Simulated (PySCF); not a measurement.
Do core-level shifts follow atomic charges?

C₅H₁₂OP₂.
Geometry (PBE0-D3(BJ)/def2-SVP, Å), atoms numbered from 1 in this order:
```
atom  x, y, z in Å
O1    -1.7103    2.6555   -0.1210
C2    -0.4999    2.0605    0.2616
P3    -0.2890    0.3853   -0.5387
C4    -1.5980   -0.5188    0.4167
P5    -1.7945   -2.2757   -0.1783
C6     1.2302   -0.1800    0.2973
C7     2.5558    0.0249   -0.3933
C8     1.9845   -1.3481   -0.2836
H9    -1.7116    2.7268   -1.0828
H10    0.3875    2.6735    0.0050
H11   -0.5196    1.9618    1.3597
H12   -1.3346   -0.5459    1.4881
H13   -2.5195    0.0740    0.3081
H14   -3.0520   -2.5438    0.4486
H15   -2.3930   -1.9645   -1.4381
H16    1.2349   -0.1007    1.3923
H17    2.5473    0.5051   -1.3764
H18    3.4133    0.2899    0.2306
H19    2.4353   -2.0516    0.4207
H20    1.5801   -1.8145   -1.1863
```

Binding energies: delta-SCF UKS SCAN, pcX-2 on the ionised atom, pcseg-1 elsewhere, spin-free X2C (PySCF 2.14.0). Charges: PBE0/pcSseg-1 ground-state density, for the ionised atom.

| atom | environment | C 1s (eV) | Mulliken (e) | IAO (e) | Hirshfeld (e) | ESP (e) |
| --- | --- | --- | --- | --- | --- | --- |
| C4 | sp3 carbon bound to phosphorus | 290.22 | -0.656 | -0.618 | -0.163 | -0.119 |
| C6 | sp3 carbon bound to phosphorus | 290.45 | -0.481 | -0.338 | -0.092 | +0.081 |
| C7 | three-membered-ring carbon | 290.67 | -0.201 | -0.281 | -0.089 | -0.247 |
| C2 | carbinol carbon (C–OH) | 291.73 | -0.097 | -0.218 | -0.045 | +0.069 |

Problem. Give the correlation coefficient and slope of binding energy on charge for each scheme.

Solution. Hirshfeld: r = 0.86, slope 11.9 eV per e; Mulliken: r = 0.85, slope 2.2 eV per e; IAO: r = 0.74, slope 2.8 eV per e; ESP: r = 0.41, slope 1.7 eV per e. On 4 points no scheme stands out.

Problem. The point-charge model writes a binding energy as kq + V + constant, with V the potential of the other atoms' charges at the site. What does it give with the Mulliken charges?

Solution. V = Σ 14.40 eV Å × q/r over all other atoms: +6.69 eV at C4, +3.33 eV at C6, +1.08 eV at C7, +0.77 eV at C2. Fitting binding energy − V to q gives k = 12.5 eV per e and leaves an rms residual of 0.52 eV, against 0.30 eV for the fit on q alone. The model has no term for differences in relaxation between sites.

Geometry: PBE0-D3(BJ)/def2-SVP, one conformer, isolated molecule.
